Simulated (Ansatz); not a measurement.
Consider the hydrogenolysis of the Si–B bond: `C=C[SiH2]BN` + H₂ → `C=C[SiH3]` + `BN`.

Program: Ansatz. Geometries: PBE0-D4/def2-TZVP. ΔE: electronic, gas phase. CCSD(T)/CBS is the MP2 limit (def2-TZVPP, def2-QZVPP) plus CCSD(T) − MP2 in def2-TZVPP, frozen cores. This one scheme is used for every species. One conformer a species, not always the lowest.

| species | SCS-MP2/def2-TZVPP energy (Eh) |
| --- | --- |
| `C=C[SiH2]BN` | -449.31846 |
| H₂ | -1.17094 |
| `C=C[SiH3]` | -368.64458 |
| `BN` | -81.86243 |

Task: Work out ΔE.

Result: ΔE = (-368.64458) + (-81.86243) − (-449.31846) − (-1.17094) = -0.01761 Eh = -46.2 kJ/mol. CCSD(T)/CBS gives -38.3 kJ/mol.

Largest T1 diagnostic among the species: 0.013.

From PBE to PBE0 (25 % exact exchange), in def2-TZVPP and without D4, ΔE moves by −6.2 kJ/mol. The D4 term adds +9.2 kJ/mol with B3LYP and +5.3 kJ/mol with PBE0; it sums over pairs of atoms, weighted by their polarisabilities, and B3LYP, whose exchange is more repulsive, gets the larger term.

B3LYP here is the variant with VWN-RPA as its local correlation; programs differ in this.
